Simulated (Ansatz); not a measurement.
FK, triplet, at the geometry of the source list (a higher spin typed on purpose: for a closed-shell molecule this is an excited state); Ansatz (a quantum-chemistry and plane-wave program) with CASSCF(6,6)/STO-3G.

Ansatz was given this input:
Ansatz 0.2 input:
```yaml
crystal:
  periodic: [false, false, false]
  atoms:
    - {symbol: K, position_ang: [-0.52270000, -0.46850000, -0.73520000]}
    - {symbol: F, position_ang: [0.52270000, 0.46850000, 0.73520000]}
basis:
  gaussian:
    orbitals: STO-3G
hamiltonian:
  xc: hf
correlation: {active_space: {window: {electrons: 6, orbitals: 6}}}
magnetization: {spin_polarized: false, initial_magnetization: 2}
```

It wrote (shortened):

```
Functional definition: HF
231 factors; integrals over basis functions are off by at most 1.4e-4 eV
mean field evaluation 1: about -18802.9699 eV, gradient 6.3e0 eV
mean field evaluation 2: about -18803.0951 eV, gradient 6.3e0 eV
mean field evaluation 4: about -18803.5376 eV, gradient 2.4e-1 eV
mean field evaluation 8: about -18803.5381 eV, gradient 1.5e-3 eV
mean field evaluation 16: about -18803.4758 eV, gradient 8.9e-2 eV
mean field evaluation 32: about -18803.3203 eV, gradient 3.8e0 eV
mean field evaluation 64: about -18803.4014 eV, gradient 2.8e0 eV
mean field -18803.53812233 eV, -691.0172804996 hartree, gradient 6.6e-7 eV, S^2 2.000000; 9 other end points of the search recorded, 0 dependent functions left out
reference -18803.53812233 eV, -691.0172804996 hartree; 15, 13 occupied and 3, 5 virtual orbitals, 231 factors
state -18803.71224656 eV, -691.0236794472 hartree
Total energy: -18803.71224656 eV, -691.0236794472 hartree
```
